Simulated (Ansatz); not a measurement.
Reaction (ligand exchange at the Si–C bond): `[CH3][Al]([F])[CH2][SiH3]` + `[OH][Ga]([OH])[OH]` → `[OH][Ga]([OH])[O][SiH3]` + `[CH3][Al]([CH3])[F]`

Calculated with Ansatz (gas phase, PBE0-D4/def2-TZVP geometries, no zero-point term in ΔE). CCSD(T)/CBS adds triple-zeta CCSD(T) − MP2 to the extrapolated MP2 energy (def2 sets, frozen cores). DFT in def2-TZVPP. B3LYP here is the variant with VWN-RPA as its local correlation; programs differ in this. For Ga outer-core shells are correlated without core-valence functions, which leaves a few kJ/mol of doubt a bond. Scalar relativity is left out up to krypton. One conformer a species, not always the lowest.

(1) Is it downhill or uphill in electronic energy at CCSD(T)/CBS, and by how much? (Best estimate.)

(2) What do these levels give: PBE0-D4, B3LYP-D4, ωB97X-V, ωB97M-V, CCSD(T)/def2-TZVPP, HF/CBS(def2)? (Best estimate.)

Largest T1 diagnostic among the species: 0.014.

## Answers

(1) The calculation gave: Downhill: ΔE = -21.2 kcal/mol.

(2) Ansatz gave: PBE0-D4 -19.2, B3LYP-D4 -22.2, ωB97X-V -21.2, ωB97M-V -20.9, CCSD(T)/def2-TZVPP -21.5, HF/CBS(def2) -27.5 kcal/mol.

In def2-TZVPP, CCSD(T) changes the Hartree–Fock value by +5.6 kcal/mol (the triples alone add +0.8 kcal/mol) and MP2 by +5.5 kcal/mol. From PBE to PBE0 (25 % exact exchange), in def2-TZVPP and without D4, ΔE moves by −1.2 kcal/mol.
